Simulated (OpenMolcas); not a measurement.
## Predicting a hybrid from its neighbours: Ge2SiH8

Ge2SiH8 has 11 atoms, charge 0, and is taken as a singlet. As SMILES, `[GeH3][SiH2][GeH3]`. Geometry: relaxed at PBE0-D4/def2-TZVP.

The vertical energy of the triplet above the singlet y, in eV, basis cc-pVDZ; a is the functional's share of exact exchange. Programs: OpenMolcas 26.06.

```
functional     program     a  y (eV)
    r2SCAN  OpenMolcas     0    5.94
      TPSS  OpenMolcas     0    5.87
     B3LYP  OpenMolcas   0.2    6.01
      PBE0  OpenMolcas  0.25       ?
     BHLYP  OpenMolcas   0.5    6.30
```

Fit y = c + s·a to the known rows and predict PBE0.


1. Means of the 4 rows: a = 0.1750, y = 6.030.
2. Σ(Δa)² = 0.1675, Σ(Δa·Δy) = 0.131, so the slope is 0.131/0.1675 = 0.78209.
3. Intercept: 6.030 − (0.78209) × 0.1750 = 5.893. The largest residual of the fit is 0.047.
4. PBE0: 5.893 + (0.78209) × 0.25 = 6.09 eV.

The run gave 6.03 eV, so the prediction is off by +0.06 eV, more than the largest residual. The rows mix families of semi-local functionals, which the line can't see.
